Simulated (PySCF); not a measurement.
PySCF input file for H9Si4, SMILES [SiH2]([SiH2][SiH2])[SiH3], multiplicity 2, ωB97X-D3(BJ)/def2-SVP. Coordinates come from a ωB97X-D3(BJ)/def2-SVP optimisation. The isomer is the one that the SMILES or the coordinates give; other isomers of the formula were not compared. Other conformers were not sampled.

```python
import numpy as np
from pyscf import gto, scf, dft, df
from pyscf.hessian import thermo

mol = gto.M(
    atom='''
    Si    0.15858960    2.98432563    0.00000000
    Si   -0.83324776    0.88943436    0.00000000
    Si    0.81563058   -0.76643256   -0.00000000
    Si   -0.18851847   -2.87425584    0.00000000
    H     0.98766605    3.22490432    1.22042360
    H     0.98766604    3.22490432   -1.22042361
    H    -1.68976674    0.73654420    1.21419646
    H    -1.68976675    0.73654421   -1.21419645
    H     1.67217522   -0.59954665   -1.21308221
    H     1.67217523   -0.59954665    1.21308221
    H     0.82349163   -3.97148414   -0.00000001
    H    -1.04899797   -3.00766092    1.21284153
    H    -1.04899799   -3.00766092   -1.21284153
    ''',
    basis='def2-SVP',
    charge=0,
    spin=1,
    max_memory=1600,
    verbose=3,
)
mf = dft.UKS(mol, xc='wb97x-d3bj').density_fit(auxbasis='def2-universal-jkfit')
mf.grids.level = 3
mf.conv_tol = 1e-11
mf.max_cycle = 100
mf.kernel()
fine, coarse = mf.grids, dft.Grids(mol).set(level=1).build(with_non0tab=True)
for _ in range(3):  # follow internal instabilities
    mf.grids = coarse
    mo, _, stable, _ = mf.stability(return_status=True, nroots=4)
    mf.grids = fine
    if stable:
        break
    mf.kernel(mf.make_rdm1(mo, mf.mo_occ))

# [left out here: the lines that compute and print the analytic Hessian (its translational invariance restored by hand, since the grid's response is missing), thermochemistry and intensities]
```

It prints:

```
[...]
      11   H                 0.03 -0.26  0.01   -0.14 -0.26 -0.10    0.05 -0.07  0.03
      12   H                 0.03 -0.26 -0.01    0.14  0.26 -0.10    0.05 -0.07 -0.03
Mode                                15                  16                  17
Irrep
Freq [cm^-1]                      680.3029            736.8544            767.1729
Reduced mass [au]                   1.1117              1.0346              1.1865
Force const [Dyne/A]                0.3031              0.3310              0.4114
Char temp [K]                     978.8045           1060.1695           1103.7910
Normal mode                   x     y     z       x     y     z       x     y     z
       0  Si                -0.00  0.00  0.03    0.00 -0.00  0.02   -0.01  0.01  0.00
       1  Si                 0.00 -0.00 -0.03   -0.00 -0.00  0.01    0.00 -0.05 -0.00
       2  Si                 0.00 -0.00 -0.03    0.00  0.00 -0.01   -0.00  0.05  0.00
       3  Si                -0.00  0.00  0.03    0.00  0.00 -0.02    0.01 -0.00  0.00
       4   H                 0.08  0.22 -0.07    0.05  0.12 -0.04    0.10 -0.03 -0.06
       5   H                -0.08 -0.22 -0.07   -0.05 -0.12 -0.04    0.10 -0.03  0.06
       6   H                 0.04  0.38  0.05   -0.13  0.47 -0.02   -0.02  0.44  0.04
       7   H                -0.04 -0.38  0.05    0.13 -0.47 -0.02   -0.02  0.44 -0.04
       8   H                 0.03  0.41  0.06    0.13 -0.44  0.02    0.04 -0.43 -0.03
       9   H                -0.03 -0.41  0.06   -0.13  0.44  0.02    0.04 -0.43  0.03
      10   H                 0.00  0.00 -0.12   -0.00 -0.00  0.05   -0.12 -0.13 -0.00
      11   H                -0.12 -0.20 -0.08    0.06  0.10  0.04   -0.05 -0.01 -0.04
      12   H                 0.12  0.20 -0.08   -0.06 -0.10  0.04   -0.05 -0.01  0.04
Mode                                18                  19                  20
Irrep
Freq [cm^-1]                      890.4799            921.2706            929.6057
Reduced mass [au]                   1.1025              1.0529              1.0540
Force const [Dyne/A]                0.5151              0.5265              0.5367
Char temp [K]                    1281.2023           1325.5033           1337.4957
Normal mode                   x     y     z       x     y     z       x     y     z
       0  Si                -0.00 -0.00  0.00   -0.02 -0.01 -0.00    0.01  0.01  0.00
       1  Si                 0.00 -0.01 -0.00   -0.03  0.01  0.00   -0.02 -0.01 -0.00
       2  Si                -0.01  0.01  0.00    0.01 -0.01 -0.00   -0.02 -0.01 -0.00
       3  Si                -0.02 -0.05 -0.00   -0.01 -0.01 -0.00    0.01  0.01  0.00
       4   H                 0.02  0.02 -0.02    0.22  0.10 -0.17   -0.15 -0.10  0.12
       5   H                 0.02  0.02  0.02    0.22  0.10  0.17   -0.15 -0.10 -0.12
       6   H                -0.05  0.02 -0.03    0.47 -0.00  0.34    0.25  0.11  0.20
       7   H                -0.05  0.02  0.03    0.47 -0.00 -0.34    0.25  0.11 -0.20
       8   H                 0.22 -0.08  0.14   -0.16  0.01 -0.12    0.39  0.13  0.30
       9   H                 0.22 -0.08 -0.14   -0.16  0.01  0.12    0.39  0.13 -0.30
      10   H                 0.37  0.33 -0.00    0.07  0.06 -0.00   -0.02 -0.01 -0.00
      11   H                 0.10  0.47  0.13    0.05  0.09  0.05   -0.15 -0.11 -0.12
      12   H                 0.10  0.47 -0.13    0.05  0.09 -0.05   -0.15 -0.11  0.12
Mode                                21                  22                  23
Irrep
Freq [cm^-1]                      930.6336            953.4469            956.2558
Reduced mass [au]                   1.0587              1.0326              1.0380
Force const [Dyne/A]                0.5402              0.5531              0.5592
Char temp [K]                    1338.9745           1371.7978           1375.8392
Normal mode                   x     y     z       x     y     z       x     y     z
       0  Si                 0.03  0.02  0.00    0.00  0.00 -0.00   -0.00 -0.00 -0.00
       1  Si                -0.01 -0.01 -0.00    0.00  0.00 -0.00   -0.00 -0.00 -0.00
       2  Si                 0.01  0.01  0.00    0.00 -0.00  0.00   -0.01  0.00  0.00
       3  Si                -0.01 -0.01 -0.00    0.00 -0.00  0.03   -0.03  0.02  0.00
       4   H                -0.40 -0.22  0.33   -0.00 -0.00  0.00    0.02  0.01 -0.02
       5   H                -0.40 -0.22 -0.33    0.00  0.00  0.00    0.02  0.01  0.02
       6   H                 0.12  0.09  0.11    0.00 -0.01  0.00    0.02  0.02  0.02
       7   H                 0.12  0.09 -0.11   -0.00  0.01  0.00    0.02  0.02 -0.02
       8   H                -0.22 -0.06 -0.17   -0.01 -0.02 -0.01    0.15  0.00  0.11
       9   H                -0.22 -0.06  0.17    0.01  0.02 -0.01    0.15  0.00 -0.11
      10   H                 0.05  0.04  0.00    0.00  0.00 -0.73   -0.25 -0.21 -0.00
      11   H                 0.11  0.10  0.09   -0.21  0.40 -0.09    0.50 -0.13  0.35
      12   H                 0.11  0.10 -0.09    0.21 -0.40 -0.09    0.50 -0.13 -0.35
Mode                                24                  25                  26
Irrep
Freq [cm^-1]                     2223.9009           2227.6109           2231.3871
Reduced mass [au]                   1.0295              1.0299              1.0292
Force const [Dyne/A]                3.0000              3.0110              3.0191
Char temp [K]                    3199.6983           3205.0361           3210.4692
Normal mode                   x     y     z       x     y     z       x     y     z
       0  Si                -0.02 -0.01  0.00    0.01  0.00 -0.00   -0.01 -0.00  0.00
       1  Si                -0.01 -0.00 -0.00    0.01  0.00  0.00    0.02  0.00 -0.00
       2  Si                 0.01  0.00 -0.00    0.02  0.00 -0.00   -0.01 -0.00 -0.00
       3  Si                 0.00  0.00  0.00   -0.00  0.00 -0.00   -0.00 -0.00  0.00
       4   H                 0.33  0.11  0.52   -0.09 -0.03 -0.15    0.13  0.05  0.20
       5   H                 0.33  0.11 -0.52   -0.09 -0.03  0.15    0.13  0.05 -0.20
       6   H                 0.10  0.01 -0.14   -0.15 -0.03  0.22   -0.34 -0.06  0.50
       7   H                 0.10  0.01  0.14   -0.15 -0.03 -0.22   -0.34 -0.06 -0.50
       8   H                -0.14 -0.03  0.21   -0.34 -0.07  0.50    0.10  0.01 -0.14
       9   H                -0.14 -0.03 -0.21   -0.34 -0.07 -0.50    0.10  0.01  0.14
      10   H                 0.02 -0.03  0.00    0.12 -0.12 -0.00   -0.08  0.08  0.00
      11   H                -0.01  0.00  0.02   -0.03  0.00  0.04    0.07  0.01 -0.10
      12   H                -0.01  0.00 -0.02   -0.03  0.00 -0.04    0.07  0.01  0.10
Mode                                27                  28                  29
Irrep
Freq [cm^-1]                     2233.5784           2237.3747           2243.2406
Reduced mass [au]                   1.0501              1.0519              1.0202
Force const [Dyne/A]                3.0865              3.1023              3.0246
Char temp [K]                    3213.6221           3219.0841           3227.5238
Normal mode                   x     y     z       x     y     z       x     y     z
       0  Si                 0.00  0.00  0.01    0.00  0.00  0.03    0.00  0.00 -0.00
       1  Si                -0.00 -0.00 -0.02   -0.00 -0.00 -0.02   -0.00 -0.00 -0.00
       2  Si                 0.00  0.00  0.03    0.00  0.00 -0.02    0.01  0.00  0.00
       3  Si                 0.00  0.00 -0.01   -0.00  0.00  0.01   -0.01 -0.02  0.00
       4   H                -0.07 -0.02 -0.11   -0.25 -0.08 -0.37   -0.03 -0.01 -0.04
       5   H                 0.07  0.02 -0.11    0.25  0.08 -0.37   -0.03 -0.01  0.04
       6   H                -0.24 -0.04  0.32   -0.20 -0.04  0.28    0.06  0.01 -0.09
       7   H                 0.24  0.04  0.32    0.20  0.04  0.28    0.06  0.01  0.09
       8   H                 0.31  0.06 -0.43   -0.20 -0.04  0.28   -0.08 -0.02  0.11
       9   H                -0.31 -0.06 -0.43    0.20  0.04  0.28   -0.08 -0.02 -0.11
      10   H                 0.00 -0.00 -0.00    0.00 -0.00  0.00   -0.33  0.34  0.00
      11   H                -0.06 -0.01  0.08    0.09  0.01 -0.12    0.33  0.04 -0.48
      12   H                 0.06  0.01  0.08   -0.09 -0.01 -0.12    0.33  0.04  0.48
Mode                                30                  31                  32
Irrep
Freq [cm^-1]                     2245.4541           2251.5086           2252.0496
Reduced mass [au]                   1.0530              1.0511              1.0521
Force const [Dyne/A]                3.1283              3.1393              3.1440
Char temp [K]                    3230.7085           3239.4196           3240.1980
Normal mode                   x     y     z       x     y     z       x     y     z
       0  Si                 0.00  0.00  0.03   -0.00 -0.00  0.00   -0.00 -0.00 -0.01
       1  Si                -0.00 -0.00  0.02   -0.00 -0.00  0.00   -0.00 -0.00 -0.01
       2  Si                 0.00  0.00  0.01   -0.00 -0.00  0.00   -0.00 -0.00 -0.01
       3  Si                -0.00 -0.00 -0.02   -0.03  0.02  0.00   -0.00  0.00 -0.03
       4   H                -0.27 -0.08 -0.39    0.01  0.00  0.01    0.07  0.02  0.10
       5   H                 0.27  0.08 -0.39    0.01  0.00 -0.01   -0.07 -0.02  0.10
       6   H                 0.23  0.04 -0.31    0.01  0.00 -0.02   -0.11 -0.02  0.16
       7   H                -0.23 -0.04 -0.31    0.01  0.00  0.02    0.11  0.02  0.16
       8   H                 0.07  0.01 -0.10    0.04  0.01 -0.06   -0.13 -0.03  0.19
       9   H                -0.07 -0.01 -0.10    0.04  0.01  0.06    0.13  0.03  0.19
      10   H                -0.00  0.00 -0.01    0.56 -0.61  0.00    0.00 -0.00 -0.01
      11   H                -0.16 -0.03  0.22    0.19  0.04 -0.29   -0.35 -0.06  0.49
      12   H                 0.16  0.03  0.22    0.19  0.04  0.29    0.35  0.06  0.49
temperature 298.1500 [K]
pressure 101325.00 [Pa]
Rotational constants [GHz] 7.43127 0.85708 0.79732
Symmetry number 1
Zero-point energy (ZPE) 0.07533 [Eh]   197779.711 [J/mol]
                           tot       elec      trans        rot        vib
Entropy [J/mol/K]       416.790      5.763    168.600    119.407    123.020
Cv [J/mol/K]            142.092      0.000     12.472     12.472    117.149
Cp [J/mol/K]            150.407      0.000     20.786     12.472    117.149
Internal energy [J/mol]                      3718.434   3718.434 216174.707
Internal energy [Eh]   -1162.98850  -1163.07366
Enthalpy [J/mol]                             6197.391   3718.434 216174.707
Enthalpy [Eh]          -1162.98755
Gibbs free energy [J/mol]                  -44070.648 -31882.696 179496.333
Gibbs free energy [Eh] -1163.03488
mode   freq/cm-1   IR/(km/mol)
   1       34.11         0.039
   2       61.76         0.933
   3       95.09         0.009
   4      110.78         0.009
   5      115.40         0.143
   6      301.90        21.683
   7      348.65         0.172
   8      397.77         0.588
   9      455.01         0.933
  10      455.57         7.089
  11      482.53        50.245
  12      489.62        15.499
  13      547.58         5.297
  14      582.95         0.185
  15      675.33       294.345
  16      680.30         3.723
  17      736.85         0.014
  18      767.17         6.015
  19      890.48       297.066
  20      921.27       121.055
  21      929.61        30.388
  22      930.63        34.314
  23      953.45        37.312
  24      956.26        79.246
  25     2223.90        59.677
  26     2227.61       147.739
  27     2231.39        21.011
  28     2233.58         5.205
  29     2237.37         0.008
  30     2243.24        70.941
  31     2245.45        88.429
  32     2251.51       120.640
  33     2252.05       239.742
max |gradient| / (hartree/bohr): 4.317215013399683e-06
APT charges: [ 0.3424  0.4886  0.4633  0.7522 -0.1828 -0.1828 -0.2232 -0.2232 -0.2334
 -0.2334 -0.2803 -0.2437 -0.2437]
```

The calculation finished and met its thresholds.

Cost: around 12 core-minutes (rough).
